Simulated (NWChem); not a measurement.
System: CH5BrGe; SMILES [GeH2]([Br])[CH3]

Here is an NWChem input.

```
start job
memory heap 200 mb stack 900 mb global 1100 mb
geometry units angstroms noautoz
  Ge     0.402468    -0.867204     0.000000
  C     -1.281588    -1.865366     0.000000
  Br    -0.109906     1.415963     0.000000
  H      1.245737    -1.131719    -1.275776
  H      1.245737    -1.131719     1.275776
  H     -1.871082    -1.609326     0.900634
  H     -1.070229    -2.953321     0.000000
  H     -1.871082    -1.609326    -0.900634
end
basis spherical
  Ge library def2-svp
  C library def2-svp
  Br library def2-svp
  H library def2-svp
end
dft
  xc xpbe96 cpbe96
  iterations 150
  mulliken
end
task dft energy
```

Geometry: optimised at PBE-D3(BJ)/def2-SVP.

### Question
Give the results of this calculation. (PBE/def2-SVP.) Quantities: basis functions; energy (Ha); highest occupied level (eV); orbital gap (eV); dipole (D).

### Answer
| Property | Result |
|---|---|
| number of basis functions | 103 |
| energy (Ha) | -4690.94 |
| highest occupied level (eV) | -6.59 |
| orbital gap (eV) | 5.55 |
| dipole (D) | 2.33 |
